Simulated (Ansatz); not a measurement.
Relaxation of CH2SSe (5 atoms, charge 0, multiplicity 1), to a largest force component of 0.02 eV/Å in at most 50 steps.

Method: Ansatz 0.2.0, RKS PBE0-D4/def2-SVP.

```xyz
5
Properties=species:S:1:pos:R:3:forces:R:3
S -1.268 0.397 -0.155 0.88 -0.66 0.56
C 0.188 -0.355 0.372 -6.83 -2.53 4.60
Se 1.808 -0.142 -0.283 10.50 -2.41 0.15
H 0.589 0.255 -0.437 -4.94 6.14 -5.86
H 0.001 -1.022 1.205 0.39 -0.54 0.55
```

Question: Where does it end, and by what steps?

Answer: The forces met the threshold. After 12 steps the energy has fallen by 4.188 eV; H4 moved furthest, 1.09 Å. The start is strongly strained (largest force component 11 eV/Å), so its close contacts needn't be bonds. Parted: C2–H4.

| step | energy less start (eV) | largest force component (eV/Å) | accepted |
| --- | --- | --- | --- |
| 0 | 0.0000 | 10.502 | yes |
| 1 | -1.5575 | 3.634 | yes |
| 2 | -2.4905 | 1.779 | yes |
| 3 | -3.2199 | 1.807 | yes |
| 4 | -3.7201 | 1.259 | yes |
| 5 | -4.0059 | 0.959 | yes |
| 6 | -4.1626 | 0.455 | yes |
| 7 | -4.1341 | 0.372 | no |
| 8 | -4.1870 | 0.106 | yes |
| 9 | -4.1875 | 0.071 | yes |
| 10 | -4.1875 | 0.030 | yes |
| 11 | -4.1876 | 0.029 | yes |
| 12 | -4.1876 | 0.001 | yes |

```xyz
5
Properties=species:S:1:pos:R:3
S -1.464 0.207 0.115
C -0.061 -0.462 0.555
Se 1.648 -0.195 -0.169
H 1.189 0.771 -1.181
H 0.006 -1.188 1.383
```

Run time: 26 s on 1 thread of Intel(R) Xeon(R) Platinum 8559C (Emerald Rapids) (shared host), peak memory 0.18 GiB.
